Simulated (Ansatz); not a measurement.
`[OH][GeH]1[O][AlH]1` + H–F → `[F][GeH]1[O][AlH]1` + H₂O at 400 K and 1 bar (ligand exchange at a Ge–O bond).

Computed with Ansatz on PBE0-D4/def2-TZVP structures; ΔE is electronic, products minus reactants. CBS: MP2 limit from def2 TZ/QZ plus the TZ coupled-cluster correction, frozen cores. This one scheme is used for every species. For Ge outer-core shells are correlated without core-valence functions, which leaves a few kJ/mol of doubt a bond. Scalar relativity is left out up to krypton. One conformer a species, not always the lowest.

```csv
species,CCSD(T)/CBS energy (Eh),H − E (kJ/mol),S (J/(mol·K))
`[OH][GeH]1[O][AlH]1`,-2470.32156,114.0,355.0
H–F,-100.39570,36.5,182.2
`[F][GeH]1[O][AlH]1`,-2494.34951,81.1,345.2
H₂O,-76.37941,69.8,198.6
```

H − E and S are ideal-gas, rigid-rotor, harmonic terms from PBE0-D4/def2-TZVP, for one conformer and one mirror image of each species. 1 Eh = 2625.50 kJ/mol, R = 8.31446 J/(mol·K).

Problem. By hand: ΔE, ΔH, ΔS and ΔG.

Solution. ΔE = (-2494.34951) + (-76.37941) − (-2470.32156) − (-100.39570) = -0.01166 Eh = -30.6 kJ/mol. Δ(H − E) = 81.1 + 69.8 − 114.0 − 36.5 = 0.4, so ΔH = -30.2 kJ/mol. ΔS = 345.2 + 198.6 − 355.0 − 182.2 = 6.6 J/(mol·K). ΔG = -30.2 − 400 × (6.6)/1000 = -32.8 kJ/mol.

Problem. By hand: the equilibrium constant, and the temperature at which ΔG would vanish if ΔH and ΔS stayed fixed.

Solution. log₁₀ K = −ΔG/(RT ln 10) = 4.3. ΔH and −TΔS have one sign here, so there is no such temperature.

The number of gas molecules stays the same, so ΔS is small and ΔH decides. A doubt of 5 kJ/mol in ΔE shifts log₁₀ K by 0.7 here. Other conformers and mirror images would add mixing entropy, several J/(mol·K) or more a flexible species. These are equilibria of isolated gas molecules and say nothing of rates. Largest T1 diagnostic: 0.016 (customary marks: 0.02 for closed shells, 0.045 for open ones).

ΔS is within the doubt of such terms, so its sign, and with it that verdict, could turn.
